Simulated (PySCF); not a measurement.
Compound: C4H9NOSi.
Structure used (PBE0-D3(BJ)/def2-SVP), in Å, numbered top down from 1:
```xyz
16
C4H9NOSi angstrom
C      1.9179    0.8655    0.8489
N      1.4772   -0.3125    0.7332
C      0.5401   -0.6269   -0.3116
C     -0.7310   -1.2352    0.3083
C     -1.6418   -0.0799    0.7485
Si    -1.3104    1.1526   -0.6390
O      0.1584    0.4679   -1.1206
H      1.6302    1.6874    0.1701
H      2.6318    1.0900    1.6541
H      1.0413   -1.3674   -0.9588
H     -1.2365   -1.8366   -0.4644
H     -0.4575   -1.9082    1.1336
H     -1.3116    0.3391    1.7128
H     -2.6909   -0.3886    0.8594
H     -2.2898    1.1104   -1.7648
H     -1.1247    2.5722   -0.2153
```

Level of theory: core-valence-separated Tamm–Dancoff BHandHLYP/aug-pcX-1 (pcseg-1 on H, def2-SVPD on Si) in PySCF, non-relativistic, gas phase, PBE0-D3(BJ)/def2-SVP geometry. Absolute energies from this functional tend to lie a few eV below measured edges; no shift was applied.

The lowest roots of each edge with f over 0.003 (five at most, numbered afresh; weaker and dark ones are left out), with transition dipoles (au) in the frame of the coordinates:

| root | edge | E (eV) | μx | μy | μz |
| --- | --- | --- | --- | --- | --- |
| 1 | C | 282.74 | 0.0745 | -0.0220 | -0.0591 |
| 2 | C | 285.27 | -0.0291 | 0.0191 | 0.0060 |
| 3 | C | 285.57 | 0.0156 | 0.0222 | -0.0348 |
| 4 | C | 285.70 | -0.0160 | -0.0354 | -0.0155 |
| 5 | C | 285.81 | 0.0389 | 0.0215 | 0.0335 |
| 6 | N | 396.03 | -0.0600 | 0.0180 | 0.0493 |
| 7 | O | 532.64 | -0.0200 | 0.0127 | 0.0071 |
| 8 | O | 534.16 | -0.0260 | 0.0073 | 0.0022 |
| 9 | O | 534.36 | 0.0020 | -0.0230 | 0.0205 |
| 10 | O | 534.50 | -0.0145 | -0.0119 | -0.0283 |
| 11 | O | 534.73 | -0.0051 | 0.0241 | 0.0020 |

What are the oscillator strengths?

f = (2/3) ΔE |μ|², with ΔE in hartree (27.2114 eV):

```json
{"root": "1", "ΔE (Eh)": "10.3904", "|μ|² (au)": "0.009527", "f": "0.066", "core hole on": "C1"}
{"root": "2", "ΔE (Eh)": "10.4836", "|μ|² (au)": "0.001248", "f": "0.009", "core hole on": "C5"}
{"root": "3", "ΔE (Eh)": "10.4944", "|μ|² (au)": "0.001947", "f": "0.014", "core hole on": "C5"}
{"root": "4", "ΔE (Eh)": "10.4991", "|μ|² (au)": "0.001749", "f": "0.012", "core hole on": "C4"}
{"root": "5", "ΔE (Eh)": "10.5033", "|μ|² (au)": "0.003098", "f": "0.022", "core hole on": "C5"}
{"root": "6", "ΔE (Eh)": "14.5540", "|μ|² (au)": "0.006354", "f": "0.062", "core hole on": "N2"}
{"root": "7", "ΔE (Eh)": "19.5740", "|μ|² (au)": "0.000612", "f": "0.008", "core hole on": "O7"}
{"root": "8", "ΔE (Eh)": "19.6301", "|μ|² (au)": "0.000734", "f": "0.010", "core hole on": "O7"}
{"root": "9", "ΔE (Eh)": "19.6374", "|μ|² (au)": "0.000953", "f": "0.013", "core hole on": "O7"}
{"root": "10", "ΔE (Eh)": "19.6425", "|μ|² (au)": "0.001153", "f": "0.015", "core hole on": "O7"}
{"root": "11", "ΔE (Eh)": "19.6509", "|μ|² (au)": "0.000611", "f": "0.008", "core hole on": "O7"}
```

Molecules are fixed in this frame and the field points along y. What effective strengths 3 f cos²θ do the roots have (θ between field and μ)?

root 1 (C1): 0.010, root 2 (C5): 0.008, root 3 (C5): 0.010, root 4 (C4): 0.026, root 5 (C5): 0.010, root 6 (N2): 0.009, root 7 (O7): 0.006, root 8 (O7): 0.002, root 9 (O7): 0.021, root 10 (O7): 0.006, root 11 (O7): 0.023. Root 4 is the strongest. Averaged over all orientations cos²θ is 1/3, which gives f back.

On one thread, Intel Xeon at 2.50 GHz (x86_64), no GPU, shared host with 64 logical CPUs at a one-minute load of 63, this took 96 s and 1.1 GiB of memory at its peak.

One conformer stands for the species.
